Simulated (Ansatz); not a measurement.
Start from `COC(=N)[SiH2]F` and change one atom or group to get `COC=N`.

Ansatz, PBE0-D4/def2-TZVP geometries, multiplicity 1. Each molecule was computed in one conformer, which needn't be the lowest.

| property | `COC(=N)[SiH2]F` |
| --- | --- |
| HOMO–LUMO gap (B3LYP/def2-TZVPP) / eV | 7.00 |
| HOMO–LUMO gap (ωB97M-V/def2-TZVPP) / eV | 11.80 |
| LUMO energy (B3LYP/def2-TZVPP) / eV | -0.56 |
| LUMO energy (ωB97M-V/def2-TZVPP) / eV | 1.67 |
| HOMO energy (ωB97M-V/def2-TZVPP) / eV | -10.13 |
| HOMO energy (PBE/def2-TZVPP) / eV | -6.35 |

Question: What does the change do to each property? (An estimate is asked.)

Answer: The calculation gave: 
```csv
property,`COC=N`,shift
HOMO–LUMO gap (B3LYP/def2-TZVPP) / eV,7.96,0.96
HOMO–LUMO gap (ωB97M-V/def2-TZVPP) / eV,13.07,1.27
LUMO energy (B3LYP/def2-TZVPP) / eV,0.32,0.88
LUMO energy (ωB97M-V/def2-TZVPP) / eV,2.88,1.21
HOMO energy (ωB97M-V/def2-TZVPP) / eV,-10.19,-0.06
HOMO energy (PBE/def2-TZVPP) / eV,-6.47,-0.12
```

With PBE0 the HOMO falls by 0.07 eV and the LUMO rises by 0.96 eV, so the gap widens by about 1.03 eV. PBE moves the HOMO by -0.12 eV and ωB97M-V by -0.06 eV.

B3LYP here is the variant with VWN-RPA as its local correlation; programs differ in this.
